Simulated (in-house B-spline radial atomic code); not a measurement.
Configurations of K⁵⁺, with energies counted from [Ne] 3s2 3p2. Computed with an all-electron radial atomic-structure program (B-spline basis): non-relativistic RPBE, spin-polarised, spherical fractional occupations, point nucleus. Shells without spins written out take the highest spin.

Occupations are held fixed; configurations that lie above the ionisation limit could autoionise.

| configuration | E - E(ref) (eV) | highest orbital | its <r> (bohr) |
| --- | --- | --- | --- |
| [Ne] 3s1 3p2 3d1 | 38.97 | 3d up | 1.256 |
| [Ne] 3s2 3p(1 up, 0 down) 4p(0 up, 1 down) | 54.176 | 4p down | 2.617 |
| [Ne] 3s2 3p1 4d1 | 62.362 | 4d up | 2.878 |
| [Ne] 3s2 3p1 4f1 | 67.118 | 4f up | 2.748 |
| [Ne] 3s1 3p2 4d1 | 75.511 | 4d up | 2.861 |
| [Ne] 3s(0 up, 1 down) 3p(0 up, 2 down) 4f(0 up, 1 down) | 80.195 | 4f down | 2.709 |
| [He] 2s2 2p(2 up, 3 down) 3s2 3p(2 up, 0 down) 4f(1 up, 0 down) | 360.4 | 4f up | 2.692 |

Q: Order these further configurations by energy, lowest first.
A. [He] 2s2 2p5 3s2 3p2 3d1
B. [He] 2s2 2p5 3s2 3p3
C. [He] 2s2 2p5 3s2 3p2 4f1
D. [Ne] 3s2 3p1 4p1
E. [Ne] 3s(1 up, 0 down) 3p(2 up, 1 down)

A: E (18.009 eV), D (53.846 eV), B (285.89 eV), A (313.91 eV), C (359.41 eV).

Q: How far above the reference does [He] 2s2 2p5 3s2 3p2 4p1 lie?

A: 344.97 eV; its least bound orbital is 4p up with <r> = 2.516 bohr.

Q: How far above the reference does [Ne] 3s1 3p2 4s1 lie?

A: 60.978 eV; its least bound orbital is 4s up with <r> = 2.42 bohr.
